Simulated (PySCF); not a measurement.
TeHBr, SMILES Br[TeH]. The structure is a stationary point at B3LYP-D3(BJ)/def2-TZVP. The def2 effective core potentials stand for the cores of Te; spin–orbit coupling is left out.

Computed equilibrium geometry at B3LYP-D3(BJ)/def2-TZVP (PySCF confirms it by a frequency run) as Cartesian coordinates in Å, and its point group:
point group Cs.
```xyz
3

Te     0.0329     1.0014     0.0000
H     -1.6273     1.1336     0.0000
Br    -0.0024    -1.5202     0.0000
```
